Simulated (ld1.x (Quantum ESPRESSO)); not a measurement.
Before and after: TM semilocal potential for caesium (Cs)

Cs, norm-conserving Troullier–Martins (semilocal form), made with ld1.x (Quantum ESPRESSO) 7.5 (PBE, scalar-relativistic). Core [Xe], reference 5d0 6s1 6p0. Waves: 6s (bound): rc 3.15 bohr; 6p (bound, empty): rc 3.35 bohr; 5d (bound, empty): rc 3.70 bohr. Local part: the d channel. Core correction: Bessel-smoothed model core inside 2.80 bohr.

Change: wave 6p (bound): rc 3.35 bohr becomes 6p (bound): rc 2.10 bohr.

Cutoffs: the cutoffs (Ry, on a coarse ladder) from which the occupation-weighted sum of valence levels, in a spherical-Bessel basis at the reference potential, stays within 10 and 1 mRy of its value at 400 Ry; they do not see the model core or the augmentation charge, which bear on the density cutoff. Errors are all-electron minus pseudo energies relative to the spin-unpolarised reference configuration.

What does the change do?

Both files are so soft that the ladder of cutoffs tells neither apart; a bound ghost appears in p, which as a rule spoils a file; the number of tests that count goes from 3 to 4; the errors of the 3 common tests hardly move; the range in which the p phases agree widens (upper end 0.1 → 3.3). A semilocal file is local in each channel, so a ghost entry of none says nothing of the separable form that plane-wave codes build from it.

```tsv
quantity	base	changed
cutoff, loose	6 Ry	6 Ry
cutoff, tight	8 Ry	8 Ry
bound ghosts	none	p
tests counted (converged, no solver errors)	3 of 4	4 of 4
error for 5d0 6s0.5 6p0, meV [ΔE 1.47 eV]	-0.8	-0.8
error for 5d1 6s0 6p0, meV [ΔE 1.67 eV]	-3.6	-3.6
error for 5d0.5 6s0.5 6p0, meV [ΔE 0.84 eV]	-1.1	-1.1
s: phases at 4.00 bohr within 0.05 rad from the reference energy up to (Ry; the scan ends near 5)	-0.0	-0.0
p: phases at 4.00 bohr within 0.05 rad from the reference energy up to (Ry; the scan ends near 5)	0.1	3.3
d: phases at 4.00 bohr within 0.05 rad from the reference energy up to (Ry; the scan ends near 5)	1.6	1.6
```

Base: Tests not counted: 5d0 6s0 6p1 (solver errors, printed error -2.5 eV). Changed file: The 6p radius (2.10 bohr) lies inside the outermost node of the all-electron wave (2.61 bohr), which a nodeless pseudo-wave cannot match soundly. A true bound ghost makes a file unfit for plane-wave use even where its test errors are small: the radial tests pick states by their node count and pass the ghost by.
